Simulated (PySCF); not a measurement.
methylsilane (CH6Si), singlet, geometry from GFN2-xTB. Base run: DF-PBE0/cc-pVDZ (PySCF).

The PySCF input:
```python
from pyscf import gto, scf, dft

mol = gto.M(
    atom='''
C    -0.01298196    0.00392095   -1.25022897
Si    0.00669850   -0.00202315    0.64510011
H    -0.01147190   -1.00712268   -1.64830101
H    -0.89650587    0.50641306   -1.63436438
H     0.85673226    0.51618733   -1.65253877
H     0.00413621    1.37681588    1.13946736
H    -1.17977102   -0.70041180    1.14524608
H     1.21099302   -0.68708334    1.12046299
''',
    basis='cc-pvdz',
    verbose=4,
)

mf = dft.RKS(mol)
mf.xc = 'pbe0'
mf = mf.density_fit(auxbasis='def2-universal-jkfit')
mf.kernel()
```

Each row names what was changed in the base input (with any setting that the change needs).

```json
[
 {"change": "base", "basis functions": "62", "E (Eh)": "-331.01913", "HOMO (eV)": "-9.06", "HOMO-LUMO gap (eV)": "10.33", "dipole (D)": "0.65"},
 {"change": "basis = STO-3G", "basis functions": "20", "E (Eh)": "-327.21370", "HOMO (eV)": "-7.41", "HOMO-LUMO gap (eV)": "16.33", "dipole (D)": "0.08"},
 {"change": "basis = 6-31G", "basis functions": "34", "E (Eh)": "-330.96223", "HOMO (eV)": "-9.11", "HOMO-LUMO gap (eV)": "10.52", "dipole (D)": "0.61"},
 {"change": "basis = 6-31G*", "basis functions": "44", "E (Eh)": "-331.00169", "HOMO (eV)": "-9.01", "HOMO-LUMO gap (eV)": "10.31", "dipole (D)": "0.66"},
 {"change": "basis = def2-SV(P)", "basis functions": "44", "E (Eh)": "___", "HOMO (eV)": "-9.15", "HOMO-LUMO gap (eV)": "___", "dipole (D)": "0.60"},
 {"change": "basis = pc-1", "basis functions": "62", "E (Eh)": "___", "HOMO (eV)": "___", "HOMO-LUMO gap (eV)": "___", "dipole (D)": "___"},
 {"change": "basis = 6-311G**", "basis functions": "80", "E (Eh)": "-331.04170", "HOMO (eV)": "-9.13", "HOMO-LUMO gap (eV)": "9.93", "dipole (D)": "0.59"},
 {"change": "basis = def2-SVPD", "basis functions": "92", "E (Eh)": "-330.90561", "HOMO (eV)": "-9.15", "HOMO-LUMO gap (eV)": "9.62", "dipole (D)": "0.62"},
 {"change": "basis = def2-TZVP", "basis functions": "104", "E (Eh)": "___", "HOMO (eV)": "-9.12", "HOMO-LUMO gap (eV)": "___", "dipole (D)": "___"},
 {"change": "basis = aug-pcseg-1", "basis functions": "104", "E (Eh)": "-331.00433", "HOMO (eV)": "-9.16", "HOMO-LUMO gap (eV)": "9.04", "dipole (D)": "0.62"},
 {"change": "basis = def2-TZVPD", "basis functions": "134", "E (Eh)": "-331.04943", "HOMO (eV)": "-9.12", "HOMO-LUMO gap (eV)": "9.32", "dipole (D)": "0.63"},
 {"change": "basis = pcseg-2", "basis functions": "148", "E (Eh)": "-331.05539", "HOMO (eV)": "-9.13", "HOMO-LUMO gap (eV)": "9.51", "dipole (D)": "0.60"},
 {"change": "basis = aug-cc-pVTZ", "basis functions": "___", "E (Eh)": "___", "HOMO (eV)": "-9.12", "HOMO-LUMO gap (eV)": "___", "dipole (D)": "0.63"}
]
```

Problem. Fill in the missing entries.

Solution. 
- basis = def2-SV(P), E (Eh): -330.88942
- basis = def2-SV(P), HOMO-LUMO gap (eV): 10.41
- basis = pc-1, E (Eh): -331.01499
- basis = pc-1, HOMO (eV): -9.18
- basis = pc-1, HOMO-LUMO gap (eV): 10.14
- basis = pc-1, dipole (D): 0.55
- basis = def2-TZVP, E (Eh): -331.04919
- basis = def2-TZVP, HOMO-LUMO gap (eV): 9.80
- basis = def2-TZVP, dipole (D): 0.64
- basis = aug-cc-pVTZ, basis functions: 234
- basis = aug-cc-pVTZ, E (Eh): -331.05164
- basis = aug-cc-pVTZ, HOMO-LUMO gap (eV): 9.00

Totals compare only among sets that treat the same electrons; sets with core potentials leave the core out.
